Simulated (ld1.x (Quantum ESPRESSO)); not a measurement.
## Ranking TM semilocal potentials for As

All share these settings but for the change named:

arsenic, norm-conserving Troullier–Martins (semilocal form), made with ld1.x (Quantum ESPRESSO) 7.5 (LDA (PZ), scalar-relativistic). Core [Ar] 3d10, reference 4s2 4p3. Waves: 4s (bound): rc 1.50 bohr; 4d channel at 0.3 Ry: rc 1.70 bohr; 4p (bound): rc 2.20 bohr. Local part: the p channel. Core correction: none.

Test errors are all-electron minus pseudo excitation energies from the reference, over 4s2 4p2; 4s2 4p1; 4s2 4p0; 4s2 4p3.3; 4s0 4p5; 4s1 4p4; 4s1 4p0. None of these files shows a bound ghost.

The base gives 440.3 meV.

Of 12 variants that were run, those that failed, showed a ghost or another fault, or gave nearly equal values are left out.

A variant can come out equal or close to the base, since the largest error may sit in a test that the change hardly touches while other tests move.

Problem. Rank these variants by their largest absolute test error, smallest first.
A. wave 4d channel at 0.3 Ry: rc 1.70 bohr becomes 4d channel at -0.09 Ry: rc 1.70 bohr
B. functional PBE
C. core correction a·sin(br)/r model core inside 0.88 bohr

Solution. B (90.7 meV), C (368.0 meV), A (440.3 meV).
